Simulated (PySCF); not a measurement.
Compound: C₃H₈BN.
Atom-mapped SMILES: `[BH2:1][N:2]1[CH2:3][C@@H:4]1[CH3:5]` (hydrogens: H6, H7 on B1; H8, H9 on C3; H10 on C4; H11, H12, H13 on C5)

Method used: PBE0-D3(BJ)/def2-SVP geometry optimisation, gas phase in PySCF 2.14.0.

What internal coordinates does the optimisation give?

```json
{"bond": "B1–N2", "length (Å)": "1.380"}
{"bond": "N2–C3", "length (Å)": "1.421"}
{"bond": "C3–C4", "length (Å)": "1.501"}
{"bond": "C4–C5", "length (Å)": "1.503"}
{"bond": "N2–C4", "length (Å)": "1.422"}
{"bond": "B1–H6, B1–H7", "length (Å)": "1.210"}
{"bond": "C3–H8", "length (Å)": "1.097"}
{"bond": "C3–H9", "length (Å)": "1.097"}
{"bond": "C4–H10", "length (Å)": "1.099"}
{"bond": "C5–H11, C5–H12, C5–H13", "length (Å)": "1.100"}
```

Bonds in one row agree within 0.01 Å and their mean is given. A selection of angles:
```json
{"angle": "N2–B1–H6", "degrees": "118.9"}
{"angle": "H6–B1–H7", "degrees": "122.5"}
{"angle": "B1–N2–C3", "degrees": "148.1"}
{"angle": "B1–N2–C4", "degrees": "148.1"}
{"angle": "C3–N2–C4", "degrees": "63.7"}
{"angle": "N2–C3–C4", "degrees": "58.2"}
{"angle": "N2–C3–H8", "degrees": "117.6"}
{"angle": "N2–C3–H9", "degrees": "117.3"}
{"angle": "C4–C3–H8", "degrees": "119.2"}
{"angle": "C4–C3–H9", "degrees": "118.4"}
{"angle": "H8–C3–H9", "degrees": "114.7"}
{"angle": "C3–C4–C5", "degrees": "121.8"}
{"angle": "C3–C4–H10", "degrees": "115.9"}
{"angle": "C5–C4–H10", "degrees": "115.0"}
{"angle": "N2–C4–C3", "degrees": "58.1"}
{"angle": "N2–C4–C5", "degrees": "119.3"}
{"angle": "N2–C4–H10", "degrees": "114.9"}
{"angle": "C4–C5–H11", "degrees": "110.7"}
{"angle": "H11–C5–H12", "degrees": "108.0"}
{"angle": "H12–C5–H13", "degrees": "108.6"}
```

Dihedral angles: B1–N2–C3–C4 -177° (antiperiplanar); N2–C3–C4–C5 107° (anticlinal); B1–N2–C4–C3 177° (antiperiplanar).

B1 (three-coordinate boron) is planar (angles 122.5°, 118.9° and 118.6°, sum 360.0°, 0.00 Å off the plane of its three neighbours). N2 (boron-bound nitrogen) is planar (angles 148.1°, 148.1° and 63.7°, sum 359.9°, 0.02 Å off the plane of its three neighbours). The 3-membered ring N2–C3–C4 has internal angles of 58.1° to 63.7°.

Point group: C1 (no symmetry element, even within 0.4 Å). No frequency check.

Time: 35 s; peak memory 0.51 GiB. Hardware: an Arm Neoverse V2 with one thread, no GPU, shared host with 64 logical CPUs at a one-minute load of 25. That covers the optimisation of the geometry.
